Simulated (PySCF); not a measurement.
Computed with PBE0/[Ge def2-TZVP, F def2-TZVP], no relativity, density fitting, PySCF.

Each entry is the lowest minimum that a search over a few typed start shapes (and spin states, where more than one is plausible) found, or that minimum re-optimised at the stated level; isomers with ligand–ligand bonds, or fragments after loss of a ligand pair, can lie lower. Open shells are unrestricted.

GeF₃ is a doublet of C3v symmetry with Ge–F 1.721 Å (×3); F–Ge–F 106.5° (×3). Its wavenumbers are 210 (×2), 263, 698, 727 (×2) cm⁻¹.

(1) What changes when one electron is removed, giving GeF₃⁺?

Answers

(1) It costs 10.01 eV between the minima (10.03 eV with zero-point energy). GeF₃⁺ is a singlet of D3h symmetry with Ge–F 1.649 Å (×3); F–Ge–F 120.0° (×3); wavenumbers 212 (×2), 216, 780, 900 (×2) cm⁻¹.
